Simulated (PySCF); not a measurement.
Indirect couplings

Geometry:
| atom | x (Å) | y (Å) | z (Å) |
| --- | --- | --- | --- |
| B1 | 0.545 | 0.955 | -0.003 |
| H2 | 1.751 | 0.928 | 0.056 |
| H3 | -0.064 | 1.997 | -0.044 |
| N4 | -0.167 | -0.256 | -0.020 |
| C5 | -0.747 | -1.304 | -0.002 |
| O6 | -1.317 | -2.321 | 0.013 |

Indirect spin–spin couplings were computed at B3LYP/pcJ-1 (PySCF 2.14.0 with density-fitted response routines) on a PBE0-D3(BJ)/def2-SVP structure, for the isolated molecule, without vibrational or relativistic corrections. Couplings are averaged over pairs made equivalent by symmetry, fast rotation or ring inversion, so a value needn't be that of the named pair in this geometry, while other rotamers aren't included; one pair stands for each set, and the list holds those of at least 0.8 Hz over up to four bonds.

Isotopes: $^{11}$B, $^{1}$H, $^{15}$N, $^{13}$C, $^{17}$O. Couplings to quadrupolar nuclei such as 17O and 33S are rarely resolved in practice.

```
  pair  bonds  J (Hz)
B1, H2      1       ?
B1, N4      1       ?
N4, C5      1   -70.4
C5, O6      1    15.2
B1, C5      2    17.4
H2, H3      2    10.0
H2, N4      2    -3.6
N4, O6      2     1.0
H2, C5      3     2.6
H2, O6      4       ?
```

**Question.** Estimate the withheld couplings, with signs.

**Answer.** 
- $^{1}J$(B1,H2) = 158.1 Hz (bond length 1.208 Å)
- $^{1}J$(B1,N4) = -41.4 Hz (bond length 1.405 Å)
- $^{4}J$(H2,O6) = -1.0 Hz
